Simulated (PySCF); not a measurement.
5,5-difluorocyclopenta-1,3-diene (C5H4F2), SMILES FC1(F)C=CC=C1.

Geometry optimised at PBE-D3(BJ)/def2-SVP. Other conformers were not sampled.

The numbers are results of SMD-B3LYP/6-31G* in PySCF, not measurements.

Solvation free energies are E(SMD) − E(gas) at the gas-phase geometry, for 1 M in both phases. In vacuum the dipole moment is 2.27 D.

Estimate the solvation free energies in water, ethylethanoate, ethanol. (The exact figures need the calculation; the answer reports its results.)


| solvent | ΔG(solv) (kcal/mol) | its non-electrostatic (CDS) part | dipole (D) |
|---|---|---|---|
| water | -0.7 | 3.9 | 2.94 |
| ethylethanoate | -4.3 | -0.8 | 2.79 |
| ethanol | -4.3 | 0.0 | 2.92 |
